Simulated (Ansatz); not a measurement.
Born–Oppenheimer molecular dynamics of Cl3H2InO (7 atoms, charge 0, multiplicity 1). It starts at the highest image of a converged band, a first-order saddle point between two minima.

Level of theory: Ansatz, RHF/def2-SVP.

- ensemble: NVE (velocity Verlet)
- time step: 0.5 fs
- steps asked: 200
- starting velocities drawn for: 300 K
- seed: 12079

Frames 1 fs apart, positions in Å, forces in eV/Å.

Velocities at 25.0 fs (Å/ps):

```
In 1.86 1.67 -0.28
Cl -0.17 -3.49 1.91
Cl -2.96 -0.67 1.70
Cl -1.95 -2.51 -1.98
H -1.62 -1.45 -21.49
O -2.94 2.12 0.38
H 14.87 12.20 -9.72
```

```xyz
7
Properties=species:S:1:pos:R:3:forces:R:3 time_fs=25.0 energy_less_start_eV=0.020 T=270
In -0.829 0.138 -0.127 0.07 0.22 0.36
Cl 0.901 -2.010 0.150 -0.49 -1.19 0.05
Cl -2.005 -0.072 -2.121 0.02 -0.02 -0.14
Cl -2.119 0.311 1.841 0.24 -0.01 -0.22
H 1.546 -0.900 0.106 0.56 0.75 -0.03
O 1.112 0.728 -0.110 0.03 1.26 0.35
H 1.423 1.596 0.178 -0.42 -1.01 -0.37
7
Properties=species:S:1:pos:R:3:forces:R:3 time_fs=26.0 energy_less_start_eV=0.020 T=271
In -0.827 0.140 -0.127 -0.01 0.20 0.37
Cl 0.901 -2.014 0.152 -0.40 -0.98 0.03
Cl -2.008 -0.072 -2.119 0.03 -0.02 -0.13
Cl -2.121 0.308 1.839 0.24 0.00 -0.22
H 1.546 -0.898 0.084 0.46 0.59 -0.01
O 1.109 0.731 -0.109 0.23 1.49 0.39
H 1.436 1.602 0.167 -0.56 -1.27 -0.43
7
Properties=species:S:1:pos:R:3:forces:R:3 time_fs=27.0 energy_less_start_eV=0.001 T=300
In -0.825 0.141 -0.127 -0.08 0.17 0.38
Cl 0.901 -2.017 0.154 -0.20 -0.60 -0.01
Cl -2.011 -0.073 -2.118 0.05 -0.02 -0.12
Cl -2.123 0.306 1.837 0.25 0.00 -0.22
H 1.552 -0.890 0.062 0.24 0.27 0.03
O 1.107 0.734 -0.109 0.18 1.05 0.23
H 1.443 1.597 0.151 -0.43 -0.87 -0.29
7
Properties=species:S:1:pos:R:3:forces:R:3 time_fs=28.0 energy_less_start_eV=-0.010 T=316
In -0.823 0.143 -0.127 -0.16 0.12 0.39
Cl 0.900 -2.022 0.156 0.04 -0.15 -0.06
Cl -2.014 -0.074 -2.116 0.06 -0.01 -0.11
Cl -2.124 0.303 1.835 0.25 0.00 -0.22
H 1.559 -0.880 0.041 -0.02 -0.10 0.08
O 1.104 0.738 -0.108 -0.10 0.07 -0.07
H 1.446 1.585 0.133 -0.07 0.07 -0.01
7
Properties=species:S:1:pos:R:3:forces:R:3 time_fs=29.0 energy_less_start_eV=0.007 T=290
In -0.821 0.145 -0.127 -0.23 0.08 0.39
Cl 0.900 -2.026 0.158 0.24 0.24 -0.13
Cl -2.017 -0.074 -2.115 0.08 -0.01 -0.10
Cl -2.126 0.300 1.833 0.26 0.01 -0.22
H 1.567 -0.871 0.020 -0.25 -0.42 0.15
O 1.101 0.742 -0.107 -0.44 -0.98 -0.35
H 1.449 1.573 0.114 0.34 1.08 0.26
7
Properties=species:S:1:pos:R:3:forces:R:3 time_fs=30.0 energy_less_start_eV=0.025 T=262
In -0.819 0.146 -0.128 -0.31 0.04 0.39
Cl 0.899 -2.030 0.159 0.38 0.52 -0.19
Cl -2.020 -0.075 -2.113 0.09 0.00 -0.09
Cl -2.128 0.298 1.831 0.26 0.01 -0.21
H 1.572 -0.866 0.001 -0.40 -0.63 0.22
O 1.098 0.746 -0.106 -0.51 -1.37 -0.44
H 1.455 1.570 0.098 0.49 1.43 0.33
7
Properties=species:S:1:pos:R:3:forces:R:3 time_fs=31.0 energy_less_start_eV=0.022 T=266
In -0.818 0.148 -0.128 -0.39 0.03 0.39
Cl 0.899 -2.034 0.161 0.44 0.65 -0.24
Cl -2.023 -0.076 -2.111 0.10 0.00 -0.08
Cl -2.129 0.295 1.829 0.26 0.01 -0.21
H 1.573 -0.867 -0.016 -0.47 -0.73 0.27
O 1.095 0.749 -0.106 -0.16 -0.77 -0.29
H 1.465 1.581 0.085 0.22 0.82 0.16
7
Properties=species:S:1:pos:R:3:forces:R:3 time_fs=32.0 energy_less_start_eV=0.020 T=270
In -0.816 0.150 -0.128 -0.47 0.03 0.38
Cl 0.899 -2.037 0.163 0.43 0.65 -0.26
Cl -2.026 -0.076 -2.110 0.11 0.00 -0.07
Cl -2.131 0.293 1.826 0.25 0.01 -0.20
H 1.570 -0.874 -0.031 -0.44 -0.72 0.29
O 1.092 0.751 -0.106 0.40 0.27 -0.07
H 1.478 1.600 0.074 -0.28 -0.23 -0.07
7
Properties=species:S:1:pos:R:3:forces:R:3 time_fs=33.0 energy_less_start_eV=0.028 T=257
In -0.814 0.152 -0.128 -0.54 0.05 0.36
Cl 0.899 -2.041 0.165 0.33 0.49 -0.25
Cl -2.029 -0.077 -2.108 0.12 0.00 -0.06
Cl -2.132 0.290 1.824 0.25 0.01 -0.19
H 1.563 -0.889 -0.043 -0.31 -0.59 0.29
O 1.089 0.753 -0.106 0.82 1.06 0.07
H 1.487 1.616 0.061 -0.67 -1.02 -0.22
7
Properties=species:S:1:pos:R:3:forces:R:3 time_fs=34.0 energy_less_start_eV=0.028 T=258
In -0.812 0.153 -0.128 -0.60 0.08 0.35
Cl 0.899 -2.044 0.166 0.15 0.20 -0.20
Cl -2.031 -0.078 -2.107 0.13 -0.01 -0.05
Cl -2.134 0.288 1.821 0.24 0.00 -0.18
H 1.552 -0.909 -0.052 -0.08 -0.33 0.25
O 1.086 0.756 -0.105 0.93 1.25 0.07
H 1.491 1.623 0.047 -0.78 -1.20 -0.24
7
Properties=species:S:1:pos:R:3:forces:R:3 time_fs=35.0 energy_less_start_eV=0.016 T=275
In -0.811 0.155 -0.128 -0.63 0.11 0.33
Cl 0.899 -2.048 0.168 -0.10 -0.21 -0.13
Cl -2.034 -0.078 -2.105 0.15 -0.01 -0.04
Cl -2.135 0.285 1.819 0.24 0.00 -0.16
H 1.542 -0.932 -0.058 0.20 0.04 0.17
O 1.084 0.760 -0.105 0.71 0.78 -0.03
H 1.487 1.619 0.031 -0.57 -0.72 -0.14
7
Properties=species:S:1:pos:R:3:forces:R:3 time_fs=36.0 energy_less_start_eV=0.019 T=271
In -0.809 0.157 -0.128 -0.65 0.14 0.30
Cl 0.899 -2.051 0.169 -0.36 -0.64 -0.03
Cl -2.037 -0.079 -2.104 0.16 -0.01 -0.03
Cl -2.136 0.283 1.816 0.23 0.00 -0.15
H 1.533 -0.955 -0.063 0.50 0.45 0.08
O 1.082 0.764 -0.105 0.23 -0.22 -0.18
H 1.478 1.609 0.013 -0.11 0.28 0.02
```

Of the whole run (100 fs, mean temperature of the second half 212 K): The conserved energy stayed within 0.15 meV per atom of its start (net change 0.05 meV per atom), so the integration is sound. A run of 0.1 ps of so small a system gives no equilibrium averages. The orbitals stay closed-shell, which can raise the energy where a bond breaks towards radicals; this wasn't checked here.

The run took 8.8 min on 2 threads of Intel(R) Xeon(R) Platinum 8488C (Sapphire Rapids), with other jobs on the host, peak memory 0.26 GiB.
